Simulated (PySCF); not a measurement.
`CN[Si@@H](N)C1=CC=CO1`. Method: PBE0-D3(BJ)/def2-SVP geometry optimisation, gas phase in PySCF.

```
atom  x, y, z in Å
C1    -2.8068   -1.4060    0.0682
N2    -1.5880   -0.7530    0.4725
Si3   -0.8142    0.5795   -0.3018
N4    -0.9693    2.1422    0.4123
C5     1.0216    0.2476   -0.2086
C6     1.7364   -0.9188   -0.1082
C7     3.1180   -0.5628   -0.0775
C8     3.1471    0.7986   -0.1612
O9     1.9010    1.2933   -0.2418
H10   -2.7200   -2.5069    0.1015
H11   -3.6852   -1.1263    0.6811
H12   -3.0431   -1.1385   -0.9734
H13   -1.2946   -0.9757    1.4181
H14   -1.3765    0.5347   -1.6893
H15   -1.7715    2.7408    0.2615
H16   -0.1277    2.6739    0.6031
H17    1.3048   -1.9165   -0.0592
H18    3.9773   -1.2258   -0.0022
H19    3.9569    1.5246   -0.1744
```

(1) Work out the bond lengths C1–H11, C1–H12, Si3–C5, Si3–H14, C6–C7, C7–H18 in bohr.

(2) What are the angles H10–C1–H11, N2–Si3–C5, Si3–N4–H15, C7–C8–H19?

(3) What is the repulsion energy of the bare nuclei, Σ ZA·ZB/RAB?

(4) Where is the centre of mass (commonest isotopes), and what is the radius of gyration?

(5) How far apart are these pairs, which share no bond: C1···C5, C1···H17, N2···C7, C5···C7, H11···H14, H14···H19?

Results:

(1) For C1–H11 the difference vector is (-0.8784, 0.2797, 0.6129) Å, of length 1.1070 Å. 1 bohr = 0.529177 Å. C1–H11 2.092; C1–H12 2.081; Si3–C5 3.530; Si3–H14 2.830; C6–C7 2.697; C7–H18 2.056 bohr.

(2) From the scalar product of the two bond vectors; for H10–C1–H11 it is -0.3638 Å² over 1.1048 × 1.1070 Å², cos θ = -0.2974. H10–C1–H11 107.3°; N2–Si3–C5 106.3°; Si3–N4–H15 123.0°; C7–C8–H19 133.1°.

(3) 524.31 Eh over 171 pairs, with full nuclear charges and distances in bohr; the largest single term is 30.07 Eh (N2 with Si3, or a pair equal to it).

(4) Mass 142.056 u; centre at (0.293, 0.231, -0.039) Å; Rg = √(Σ m r²/M) = 2.310 Å. As Ia + Ib + Ic = 2 Σ m r², the three principal moments sum to 1516.1 u·Å².

(5) C1···C5 4.179 Å (3 bonds apart); C1···H17 4.145 Å (5 bonds apart); N2···C7 4.742 Å (4 bonds apart); C5···C7 2.251 Å (2 bonds apart); H11···H14 3.702 Å (4 bonds apart); H14···H19 5.632 Å (5 bonds apart).

PBE0-D3(BJ)/def2-SVP frequencies: not computed here. The numbers are those of one conformer.
